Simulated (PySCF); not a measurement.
BGe₂H₈N.
SMILES with atom numbers: `[BH2:1][N:2]([GeH3:3])[GeH3:4]` (hydrogens: H5, H6 on B1; H7, H8, H9 on Ge3; H10, H11, H12 on Ge4)

Computed with PySCF at PBE0/def2-SVPD, non-relativistic, on one gas-phase PBE0-D3(BJ)/def2-SVP geometry that isn't relaxed in the solvent. The solvent is an IEF-PCM continuum (cavity from Bondi-type radii × 1.2). The model holds no explicit solvent molecules, cavitation or dispersion. Spin–orbit coupling is left out although an atom past zinc is present.

Gas phase at PBE0/def2-SVPD: HOMO -8.12 eV, LUMO -0.29 eV, dipole 1.46 D.

Problem. What does the continuum do to the energy, the frontier levels and the dipole at PBE0/def2-SVPD in dichloromethane and dimethylsulfoxide?

Solution. 
| solvent | ε | E(solvent) − E(gas) (kJ/mol) | polarisation term (kJ/mol) | distortion of the solute (kJ/mol) | HOMO (eV) | LUMO (eV) | dipole (D) |
| --- | --- | --- | --- | --- | --- | --- | --- |
| dichloromethane | 8.93 | -3.00 | -3.51 | 0.51 | -8.02 | -0.30 | 1.89 |
| dimethylsulfoxide | 46.83 | -3.51 | -4.22 | 0.71 | -8.01 | -0.31 | 1.98 |

The polarisation term is half the interaction of the solute with the surface charges that it induces; the rest is the cost of distorting the solute's density. The sum is the electrostatic part of solvation alone. From dichloromethane to dimethylsulfoxide the lowering changes by a factor 1.17, Onsager's factor (ε − 1)/(2ε + 1) by 1.15 and ε itself by 5.2.

Problem. Which radius a makes the point-dipole formula ΔE = −[(ε − 1)/(2ε + 1)]·μ²/a³ give the value in dimethylsulfoxide, with the gas-phase dipole?

Solution. μ = 0.576 au and |ΔE| = 0.00134 Eh give a = 2.61 Å; the farthest nucleus lies 2.79 Å from the centroid of the nuclei, so such a sphere wouldn't even hold the nuclei. The formula assumes a rigid point dipole at the centre of a sphere.

Problem. How does the static polarisability (PBE0/def2-SVPD, frozen core, with the continuum's full static response) change?

Solution. 
```
           medium  isotropic (au)  principal values (au)  ⟨r²⟩ of the electrons (bohr²)
              gas            84.5       70.5, 89.6, 93.6                         1014.6
  dichloromethane           110.0     94.0, 117.4, 118.7                         1014.8
dimethylsulfoxide           115.4     99.8, 122.0, 124.5                         1014.9
```

The isotropic value in dimethylsulfoxide is 1.37 times the gas-phase one; no cavity-field correction is applied. ⟨r²⟩ is taken about the centre of nuclear charge.
